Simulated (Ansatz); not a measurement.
Cartesian coordinates (Å):
```xyz
9

Cd     0.0000     0.0000     0.0000
C      2.0152    -0.1255     0.6646
H      2.6578    -0.5824    -0.1150
H      2.0884    -0.7458     1.5807
H      2.4155     0.8823     0.8962
C     -2.0152     0.1255    -0.6646
H     -2.1012    -0.2008    -1.7208
H     -2.3880     1.1673    -0.5928
H     -2.6727    -0.5205    -0.0482
```
Charge 0, multiplicity 1.

Calculation: Ansatz (an electronic-structure program) with frozen-core CCSD(T)/def2-TZVPP // PBE-D3(BJ)/def2-SVP.

```yaml
HF energy: -246.08997 Ha
MP2 correlation energy: -1.10093 Ha
```

Estimate the CCSD correlation energy, the (T) correction, the total energy and the T1 diagnostic.


```
Quantity                         Value
-----------------------  -------------
CCSD correlation energy    -1.09338 Ha
(T) correction             -0.03647 Ha
CCSD(T) total energy     -247.21982 Ha
T1 diagnostic                    0.012
```
